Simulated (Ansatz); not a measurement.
Geometry optimisation, RKS B3LYP-D4/def2-SVP in Ansatz 0.2.0.

Input file:

```yaml
crystal:
  periodic: [false, false, false]
  atoms:
    - { symbol: Si, position_ang: [-1.259743, -0.760366, -0.87172] }
    - { symbol: "N", position_ang: [0.707527, 0.14687, 1.386579] }
    - { symbol: H, position_ang: [-2.247628, -1.358604, -1.800507] }
    - { symbol: H, position_ang: [-0.920483, -1.728399, 0.198733] }
    - { symbol: Cl, position_ang: [-2.192321, 0.878625, 0.044752] }
    - { symbol: H, position_ang: [1.444162, 0.48858, -0.150609] }
    - { symbol: O, position_ang: [0.0811, -0.274408, -1.817377] }
    - { symbol: H, position_ang: [1.168782, 1.054923, 1.491015] }
    - { symbol: F, position_ang: [1.832048, 1.207182, -0.593802] }
    - { symbol: H, position_ang: [-0.273643, 0.283997, 1.636385] }
    - { symbol: H, position_ang: [1.123838, -0.496819, 2.06529] }
    - { symbol: H, position_ang: [0.536361, 0.558319, -1.588738] }
basis:
  gaussian: { orbitals: def2-SVP }
hamiltonian:
  xc: b3lyp
  dispersion: d4
relax:
  f_tol: 0.03
  max_steps: 50
```

Run as:

```bash
$ ansatz run input.yaml --threads 2 --pin off --max-ram 3072MiB --backend cpu --events-out ev --progress --plain --runs-dir out
```

Task: Where does it end, and by what steps?

Result: The forces met the threshold. The force dipped under the threshold on the way, but the program's further checks kept it going. After 31 steps the energy has fallen by 0.734 eV; Cl5 moved furthest, 1.77 Å.

```
step  energy less start (eV)  largest force component (eV/Å)  accepted
   0                  0.0000                           1.622       yes
   2                 -0.4033                           0.785       yes
   4                 -0.6224                           0.349       yes
   6                 -0.6534                           0.174       yes
   8                 -0.6720                           0.217       yes
  10                 -0.6826                           0.158       yes
  12                 -0.6925                           0.211       yes
  14                 -0.7011                           0.336       yes
  16                 -0.7143                           0.077       yes
  18                 -0.7213                           0.074       yes
  20                 -0.7256                           0.101       yes
  22                 -0.7286                           0.155       yes
  24                 -0.7308                           0.032       yes
  26                 -0.7318                           0.152       yes
  28                 -0.7328                           0.026       yes
  30                 -0.7333                           0.062       yes
  31                 -0.7336                           0.012       yes
```

```xyz
12
Properties=species:S:1:pos:R:3
Si -1.409 -0.779 -1.281
N 0.936 0.856 1.548
H -2.638 -0.459 -2.041
H -0.949 -2.172 -1.511
Cl -1.982 -0.726 0.760
H 1.596 0.083 0.423
O -0.279 0.360 -1.600
H 0.907 1.858 1.352
F 1.881 -0.406 -0.407
H -0.034 0.524 1.577
H 1.337 0.735 2.480
H 0.635 0.126 -1.302
```

Time of the run: 65 s on 2 threads of Intel(R) Xeon(R) 6975P-C (Granite Rapids) (shared host), peak memory 0.27 GiB.
